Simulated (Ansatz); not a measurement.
Q: Name a neutral molecule of B, C, F, S and H with LUMO energy (B3LYP/def2-TZVPP) between -1.00 and -0.70 eV and LUMO energy (PBE/def2-TZVPP) between -1.80 and -1.50 eV (Ansatz, PBE0-D4/def2-TZVP geometry).

A: `BCC(F)S` (-0.82 eV, -1.58 eV); `CB(S)CF` (-0.88 eV, -1.64 eV). Other molecules can fit too; these were computed, each in one conformer that needn't be the lowest.

B3LYP here is the variant with VWN-RPA as its local correlation; programs differ in this.
